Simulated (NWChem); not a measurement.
System: C₅H₈; SMILES C1=C[C@@H](C)C1

The following NWChem deck was run.

```
start job
memory heap 200 mb stack 900 mb global 1100 mb
geometry units angstroms noautosym nocenter noautoz
  C      0.042529     1.771850    -0.288664
  C      0.021779     0.459546     0.472168
  C      1.038319    -0.597006     0.091097
  C      0.113340    -1.500237    -0.264570
  C     -1.051610    -0.594129     0.046137
  H     -0.841138     2.385220    -0.050161
  H      0.052460     1.596317    -1.376575
  H      0.936687     2.364342    -0.037117
  H     -0.003876     0.656037     1.559702
  H      2.132575    -0.604170     0.111788
  H      0.167673    -2.527692    -0.636393
  H     -1.664421    -0.289760    -0.819602
  H     -1.728787    -0.930381     0.849834
end
basis spherical
  C library 6-31g*
  H library 6-31g*
end
dft
  xc m06-2x
  iterations 150
end
cosmo
  do_cosmo_smd true
  solvent dmso
end
task dft energy
```

Coordinates come from a PBE0/def2-SVP optimisation. Not confirmed as a minimum by frequencies. Solvent: dimethyl sulfoxide.

Level: M06-2X/6-31G* with SMD (1 M gas to 1 M solution), gas-phase geometry.

Task: Give the results of this calculation. (M06-2X/6-31G* (spherical d), SMD on the gas-phase geometry.) Quantities: solvation free energy (kcal/mol); cavity-dispersion-structure term (kcal/mol); dipole in solution (D).

Result: 
* **solvation free energy (kcal/mol)**: -1.8
* **cavity-dispersion-structure term (kcal/mol)**: -0.1
* **dipole in solution (D)**: 0.22
